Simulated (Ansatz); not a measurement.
Basis-set extrapolation for C8H19N, SMILES `CCCCNCCCC` (PBE0-D4/def2-TZVP geometry, frozen core, Ansatz). Multiplicity 1, RHF reference.

```json
{"": "HF", "def2-TZVPP": "-368.591052", "def2-QZVPP": "-368.608583"}
{"": "MP2 correlation", "def2-TZVPP": "-1.620709", "def2-QZVPP": "-1.722709"}
{"": "CCSD(T) correlation", "def2-TZVPP": "-1.784236", "def2-QZVPP": "not run"}
```

Energies in hartree. Use E(X) = E(∞) + A·exp(−7.88·√X) for Hartree–Fock and E(X) = E(∞) + B·X^(−2.97) for correlation, with X = 3 and 4, and add CCSD(T) minus MP2 of the smaller set to the MP2 limit.

Task: What is the CCSD(T) energy at the basis-set limit?

Result: HF limit: -368.608583 + (-0.017531) × 0.13774 = -368.61100. MP2 limit: -1.722709 + (-0.102000) × 0.74074 = -1.79826. Higher-order term: -1.784236 − (-1.620709) = -0.16353. Total: -370.57279 hartree, 518.5 kJ/mol below CCSD(T)/def2-TZVPP.
